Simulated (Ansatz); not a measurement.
`NB(F)Br` + HBr → `FB(Br)Br` + NH₃  (ligand exchange at a B–N bond)

Gas-phase electronic energies from Ansatz, PBE0-D4/def2-TZVP geometries. CBS: MP2 limit from def2 TZ/QZ plus the TZ coupled-cluster correction, frozen cores. This one scheme is used for every species. DFT in def2-TZVPP. B3LYP here is the variant with VWN-RPA as its local correlation; programs differ in this. HSE06 is defined as in plane-wave codes. For Br outer-core shells are correlated without core-valence functions, which leaves a few kJ/mol of doubt a bond. Scalar relativity is left out up to krypton. One conformer a species, not always the lowest.

Question: Is it downhill or uphill in electronic energy at CCSD(T)/CBS, and by how much? (An estimate is asked.)

Answer: Computed: Uphill: ΔE = +52.7 kJ/mol.

Question: What do these levels give: BLYP-D4, HSE06-D4, B3LYP, HF/def2-TZVPP, MP2/def2-QZVPP, CCSD/CBS(def2)? (Estimate.)

Answer: The calculation gave: BLYP-D4 55.4, HSE06-D4 55.6, B3LYP 61.6, HF/def2-TZVPP 70.6, MP2/def2-QZVPP 48.9, CCSD/CBS(def2) 56.0 kJ/mol.

Question: What do rigid-rotor, harmonic-oscillator terms from PBE0-D4/def2-TZVP frequencies (298.15 K, 1 bar) make of the CCSD(T)/CBS value? (Best estimate.)

Answer: Computed: ΔZPE = +4.2 kJ/mol, ΔH = +58.0 kJ/mol, ΔS = 4 J/(mol·K), ΔG = +56.8 kJ/mol.

Largest T1 diagnostic among the species: 0.010.

From BLYP to BHLYP (50 % exact exchange), in def2-TZVPP and without D4, ΔE moves by +9.8 kJ/mol. In def2-TZVPP, CCSD(T) changes the Hartree–Fock value by −15.0 kJ/mol (the triples alone add −3.3 kJ/mol) and MP2 by −20.0 kJ/mol. Leaving LDA and LC-ωPBE aside and taking each functional with its dispersion term where it has one, the values, not all of them listed here, spread over 17.1 kJ/mol, from revPBE-D4 to CAM-B3LYP-D4. LDA lies +11.2 kJ/mol from PBE without D4.
